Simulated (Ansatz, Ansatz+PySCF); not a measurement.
```yaml
atoms:
  - { symbol: B, position_ang: [0.0000, 0.0000, -0.3131] }
  - { symbol: H, position_ang: [0.0000, 0.0000, 1.5655] }
```

Basis set: cc-pVDZ (spherical functions). Left uncorrelated: 1 orbital. Charge 0, multiplicity 1.

Computed with Ansatz (development build ahead of 0.2.0); each method stands on the lowest determinant of its kind that the runs found. Restricted open shells among the atoms or ions are ROHF, correlated in semicanonical orbitals with singles. Restricted functionals stand beside restricted open-shell atoms, which can lie above the unrestricted atoms usual in DFT and then raise those values.

The atomization energy at this shape (free ground-state atoms in the same class of orbitals less the molecule, no zero-point energy) of singlet BH:

```
               method  atomization energy
   ωB97X (restricted)        192.8 kJ/mol
 ωB97X (unrestricted)        189.0 kJ/mol
r²SCAN (unrestricted)        192.0 kJ/mol
  r²SCAN (restricted)        197.7 kJ/mol
  PBE0 (unrestricted)        189.9 kJ/mol
    PBE0 (restricted)        193.6 kJ/mol
     PBE (restricted)        211.4 kJ/mol
   PBE (unrestricted)        208.5 kJ/mol
          RHF-CCSD(T)        193.3 kJ/mol
              UHF-MP2        135.1 kJ/mol
                  UHF         87.8 kJ/mol
                  RHF         90.3 kJ/mol
```

(1) What does RHF-MP2 give?

Answers

(1) 158.9 kJ/mol. Caution for RHF-CCSD(T), RHF-MP2, UHF-MP2: bonds are stretched, where a single reference can fail. Caution for UHF-MP2: another reference gives a lower total. Caution for UHF-MP2, UHF: the determinant breaks the point group; the unrestricted determinant is spin contaminated.
